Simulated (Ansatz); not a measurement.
`C[Si](C)(C)[O][In]([Cl])[Cl]`, relaxed with RKS PBE0-D4/def2-TZVP in Ansatz 0.2.0 from a PBE-D4/def2-SVP geometry. The force threshold is 0.005 eV/Å; the program also tests the step.

Total charge 0; spin multiplicity 1. In takes the def2 core potential.

Start:

```xyz
17

C     1.242    0.447   -1.904
Si    0.166    0.082   -0.405
C    -0.539   -1.669   -0.470
C    -1.235    1.335   -0.232
O     1.214    0.220    0.938
In    0.689   -0.093    2.837
Cl    2.267    0.102    4.558
Cl   -1.537   -0.671    3.373
H     0.648    0.383   -2.840
H     1.677    1.465   -1.841
H     2.078   -0.278   -1.976
H    -1.160   -1.879    0.426
H    -1.184   -1.811   -1.363
H     0.272   -2.426   -0.516
H    -1.853    1.112    0.663
H    -0.838    2.367   -0.132
H    -1.908    1.315   -1.115
```

Task: By how much does the energy fall, and how many steps does the optimiser take? (Best estimate.)

Result: The calculation gave: 3.44 kcal/mol, in 8 steps.

Task: Which bonds change most? (Best estimate.)

Result: Ansatz gave: In6–Cl8 from 2.362 to 2.307 Å; Si2–O5 from 1.708 to 1.657 Å; In6–Cl7 from 2.343 to 2.292 Å; O5–In6 from 1.995 to 1.944 Å.

Task: Give the relaxed structure. (Estimate.)

Result: Ansatz gave: 
```xyz
17

C     1.250    0.445   -1.838
Si    0.150    0.069   -0.381
C    -0.559   -1.656   -0.511
C    -1.242    1.311   -0.259
O     1.106    0.174    0.969
In    0.699   -0.087    2.852
Cl    2.347    0.150    4.428
Cl   -1.446   -0.634    3.501
H     0.688    0.395   -2.776
H     1.679    1.446   -1.754
H     2.074   -0.270   -1.899
H    -1.203   -1.886    0.344
H    -1.166   -1.765   -1.415
H     0.234   -2.407   -0.551
H    -1.889    1.099    0.597
H    -0.854    2.328   -0.151
H    -1.868    1.288   -1.156
```
